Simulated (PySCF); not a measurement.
**Shifts of the heteroatoms**

Geometry:
| atom | x (Å) | y (Å) | z (Å) |
| --- | --- | --- | --- |
| C1 | -3.556 | 0.612 | -0.798 |
| Si2 | -2.317 | -0.794 | -0.508 |
| C3 | -0.674 | -0.046 | -0.007 |
| C4 | -0.272 | 1.215 | 0.345 |
| C5 | 1.104 | 1.140 | 0.647 |
| C6 | 1.462 | -0.167 | 0.463 |
| C7 | 2.793 | -0.850 | 0.548 |
| N8 | 3.636 | -0.646 | -0.625 |
| O9 | 0.392 | -0.883 | 0.064 |
| H10 | -4.515 | 0.215 | -1.116 |
| H11 | -3.725 | 1.190 | 0.106 |
| H12 | -3.212 | 1.298 | -1.567 |
| H13 | -2.125 | -1.574 | -1.738 |
| H14 | -2.797 | -1.678 | 0.564 |
| H15 | -0.891 | 2.089 | 0.382 |
| H16 | 1.743 | 1.940 | 0.965 |
| H17 | 3.342 | -0.478 | 1.417 |
| H18 | 2.635 | -1.925 | 0.662 |
| H19 | 3.167 | -0.994 | -1.455 |
| H20 | 3.806 | 0.345 | -0.763 |

No solvent, one computed conformer, non-relativistic, rapidly exchanging positions averaged. Shielding tensors at PBE0/pcSseg-1 (GIAO); GFN2-xTB geometry; PySCF 2.14.0 with density-fitted response routines.

(1) Where does 29Si resonate?

(2) Where does 15N resonate?

(3) Where does 17O resonate?

Answers

(1) 
| atoms | environment | σ (ppm) | δ (ppm) |
| --- | --- | --- | --- |
| Si2 | silicon bonded to 2 C, 2 H | 409.2 | -56.4 |

Shieldings were converted by a linear fit to measured shifts: 29Si: δ = 279.94 − 0.822σ (rms 8.9 ppm, 72 shifts, 25.8 ppm with the 6 outliers that the fit left out vs TMS, solution or neat liquid). A few per cent of atoms miss by over 2 rms, more outside the fitted compound classes.

On a 400 MHz spectrometer 29Si resonates near 79.5 MHz, so 1 ppm is 79.5 Hz.

(2) 
| atoms | environment | σ (ppm) | δ (ppm) |
| --- | --- | --- | --- |
| N8 | amine nitrogen | 213.4 | -344.7 |

Shieldings were converted by a linear fit to measured shifts: 15N (scatter 6.3 ppm rms vs CH3NO2, solution or neat liquid). Occasional misses reach two or three times the rms, and more in compound classes unlike the fitted ones.

On a 600 MHz spectrometer 15N resonates near 60.8 MHz, so 1 ppm is 60.8 Hz.

(3) 
```csv
atoms,environment,σ (ppm),δ (ppm)
O9,aromatic ring oxygen,12.0,255.8
```

Shieldings were converted by a linear fit to measured shifts: 17O: δ = 266.70 − 0.911σ (rms 10.7 ppm, 155 shifts, 12.2 ppm with the 3 outliers that the fit left out vs liquid water, solution or neat liquid). A few per cent of atoms miss by over 2 rms, more outside the fitted compound classes.

On a 400 MHz spectrometer 17O resonates near 54.2 MHz, so 1 ppm is 54.2 Hz.
